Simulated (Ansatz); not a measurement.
Geometry optimisation, RKS PBE/def2-SVP in Ansatz.

Input file:

```yaml
crystal:
  periodic: [false, false, false]
  atoms:
    - { symbol: Ti, position_ang: [0.0, 0.0, 0.0] }
    - { symbol: F, position_ang: [0.0, 0.0, 1.83] }
    - { symbol: Cl, position_ang: [2.2349, 0.0, -0.7892] }
    - { symbol: Cl, position_ang: [-1.1163, 1.9339, -0.7892] }
    - { symbol: Cl, position_ang: [-1.1163, -1.9339, -0.7892] }
basis:
  gaussian: { orbitals: def2-SVP }
hamiltonian:
  xc: pbe
relax:
  f_tol: 0.02
  max_steps: 40
output:
  orbitals: {}
```

Run as:

```bash
$ ansatz run input.yaml --threads 2 --pin off --max-ram 3072MiB --backend cpu --events-out ev --progress --plain --runs-dir out
```

Q: Where does it end, and by what steps?

A: It converged. After 3 steps the energy has fallen by 0.856 eV; Cl3 moved furthest, 0.18 Å.

```
step  energy less start (eV)  largest force component (eV/Å)  accepted
   0                  0.0000                           2.628       yes
   1                 -0.8403                           1.035       yes
   2                 -0.8554                           0.235       yes
   3                 -0.8564                           0.009       yes
```

```xyz
5
Properties=species:S:1:pos:R:3
Ti 0.000 0.000 -0.027
F 0.000 0.000 1.707
Cl 2.061 0.000 -0.739
Cl -1.030 1.784 -0.739
Cl -1.030 -1.784 -0.739
```

Whether the end is a true minimum wasn't checked by a vibrational analysis.

Run time: 10 s on 2 threads of Arm Neoverse V1, on a shared host, peak memory 0.16 GiB.
